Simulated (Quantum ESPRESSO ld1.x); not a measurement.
Task: Radial electron density D(r) = 4 pi r^2 rho(r) of an atom or ion with 37 electrons. Method: scalar-relativistic Kohn-Sham, revPBE, spin-unpolarised, spherical densities, point nucleus; computed with ld1.x of Quantum ESPRESSO 7.5.

| r (bohr) | D(r) (e/bohr) |
|---|---|
| 0.002724 | 4.486 |
| 0.003121 | 5.628 |
| 0.003547 | 6.938 |
| 0.004064 | 8.620 |
| 0.004656 | 10.64 |
| 0.005292 | 12.90 |
| 0.006063 | 15.69 |
| 0.006891 | 18.72 |
| 0.007895 | 22.36 |
| 0.009045 | 26.38 |
| 0.01028 | 30.45 |
| 0.01178 | 34.95 |
| 0.01349 | 39.42 |
| 0.01534 | 43.38 |
| 0.01757 | 47.04 |
| 0.02013 | 49.80 |
| 0.02288 | 51.35 |
| 0.02621 | 51.70 |
| 0.03003 | 50.75 |
| 0.03413 | 48.92 |
| 0.0391 | 46.52 |
| 0.0448 | 44.45 |
| 0.05092 | 43.62 |
| 0.05833 | 44.62 |
| 0.06683 | 47.84 |
| 0.07596 | 52.50 |
| 0.08702 | 58.00 |
| 0.09891 | 62.12 |
| 0.1133 | 63.68 |
| 0.1298 | 61.32 |
| 0.1476 | 55.82 |
| 0.169 | 48.30 |
| 0.1937 | 41.84 |
| 0.2201 | 38.95 |
| 0.2522 | 40.05 |
| 0.2889 | 43.95 |
| 0.3284 | 47.30 |
| 0.3762 | 47.47 |
| 0.431 | 42.71 |
| 0.4899 | 34.64 |
| 0.5613 | 24.92 |
| 0.643 | 16.90 |
| 0.7308 | 12.35 |
| 0.8373 | 10.48 |
| 0.9593 | 10.20 |
| 1.09 | 9.901 |
| 1.249 | 8.691 |
| 1.42 | 6.764 |
| 1.627 | 4.467 |
| 1.863 | 2.526 |
| 2.118 | 1.288 |
| 2.426 | 0.5503 |
| 2.78 | 0.2069 |
| 3.16 | 0.07337 |
| 3.62 | 0.02124 |
| 4.147 | 0.005150 |
| 4.713 | 0.001104 |
| 5.4 | 0.0001633 |

What is the nuclear charge?

Result: Z = 41. The innermost maximum, from 1s, lies near gamma/Z bohr with gamma = sqrt(1 - (Z/c)^2) = 0.954, here 0.0233 bohr (found: 0.0254), and its height grows with Z. The density is that of the niobium ion Nb4+ in [Kr] 4d1; the configuration itself is not fixed sharply by these data, and Z only to a few units. D(r) has 3 maxima, at r = 0.0254, 0.112, 0.353 bohr, and minima at 0.0513, 0.227 bohr, inside which lie 2.04, 11.08 electrons.
